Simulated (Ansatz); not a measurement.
Basis sets compared for B(CH2SiH3)3 (C₃H₁₅BSi₃). The state is a singlet with charge 0. Geometry PBE-D4/def2-SVP. Ansatz on 2 threads of AMD EPYC 7R13 on a shared host and a share (18 GiB) of an NVIDIA H100 80GB HBM3; times are rough, and most runs start from earlier orbitals.

```xyz
22

B    -0.2569    0.1913    0.0683
C    -0.5899   -0.8532    1.1996
Si    0.7403   -2.2083    1.3081
H    -0.5585   -0.3752    2.2042
H    -1.5746   -1.3512    1.0786
H     0.9322   -2.9077   -0.0104
H     2.0600   -1.6076    1.7138
H     0.3556   -3.2421    2.3342
C     0.9053    1.2293    0.2832
Si    0.1662    2.8045    1.0510
H     1.6947    0.8896    0.9870
H     1.3814    1.5541   -0.6669
H    -0.8893    3.3904    0.1510
H    -0.4684    2.4958    2.3817
H     1.2346    3.8441    1.2670
C    -1.0696    0.2180   -1.2779
Si   -0.3713   -1.0435   -2.5201
H    -2.1388   -0.0562   -1.1492
H    -1.0113    1.2022   -1.7906
H     1.1241   -0.9075   -2.6399
H    -0.6903   -2.4495   -2.0913
H    -0.9754   -0.8174   -3.8816
```

Binding counts from free atoms (B doublet, C triplet, Si triplet, H doublet) in the same basis, without a counterpoise term.

```json
{"level": "PBE-D4/def2-SVP", "functions": "185", "energy (Eh)": "-1015.6369", "HOMO (eV)": "-7.07", "LUMO (eV)": "-1.69", "binding per atom (eV)": "3.65", "wall time": "3.5 s"}
{"level": "PBE-D4/def2-TZVP", "functions": "325", "energy (Eh)": "-1016.0988", "HOMO (eV)": "-7.12", "LUMO (eV)": "-1.79", "binding per atom (eV)": "3.63", "wall time": "4.8 s"}
{"level": "revPBE-D4/def2-TZVP", "functions": "325", "energy (Eh)": "-1016.5915", "HOMO (eV)": "-7.07", "LUMO (eV)": "-1.69", "binding per atom (eV)": "3.58", "wall time": "7 s"}
{"level": "PBE0-D4/def2-SVP", "functions": "185", "energy (Eh)": "-1015.7705", "HOMO (eV)": "-8.37", "LUMO (eV)": "-0.82", "binding per atom (eV)": "3.64", "wall time": "5.5 s"}
{"level": "PBE0-D4/def2-TZVP (with forces)", "functions": "325", "energy (Eh)": "-1016.2250", "HOMO (eV)": "-8.37", "LUMO (eV)": "-0.89", "binding per atom (eV)": "3.62", "wall time": "6 s"}
```

Problem. Estimate the rows for PBE-D4/def2-TZVPD, revPBE-D4/def2-TZVPD, PBE0-D4/def2-TZVPD.

Solution. 
```csv
level,functions,energy (Eh),HOMO (eV),LUMO (eV),binding per atom (eV),wall time
PBE-D4/def2-TZVPD,412,-1016.1001,-7.13,-1.83,3.63,5.5 s
revPBE-D4/def2-TZVPD,412,-1016.5929,-7.09,-1.74,3.58,4.3 s
PBE0-D4/def2-TZVPD,412,-1016.2259,-8.37,-0.94,3.62,5 s
```
